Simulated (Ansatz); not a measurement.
Basis-set extrapolation for C2H2AlF5O, SMILES `[F][Al]([F])[O]CC(F)(F)F` (PBE0-D4/def2-TZVP geometry, frozen core, the Gaussian-basis code of Ansatz). Multiplicity 1, RHF reference.

|  | def2-TZVPP | def2-QZVPP |
| --- | --- | --- |
| HF | -891.404538 | -891.442527 |
| MP2 correlation | -1.868491 | -2.036859 |
| CCSD(T) correlation | -1.940602 | not run |

Energies in hartree. Use E(X) = E(∞) + A·exp(−7.88·√X) for Hartree–Fock and E(X) = E(∞) + B·X^(−2.97) for correlation, with X = 3 and 4, and add CCSD(T) minus MP2 of the smaller set to the MP2 limit.

Question: What is the CCSD(T) energy at the basis-set limit?

Answer: HF limit: -891.442527 + (-0.037989) × 0.13774 = -891.44776. MP2 limit: -2.036859 + (-0.168368) × 0.74074 = -2.16158. Higher-order term: -1.940602 − (-1.868491) = -0.07211. Total: -893.68145 hartree, 883.0 kJ/mol below CCSD(T)/def2-TZVPP.
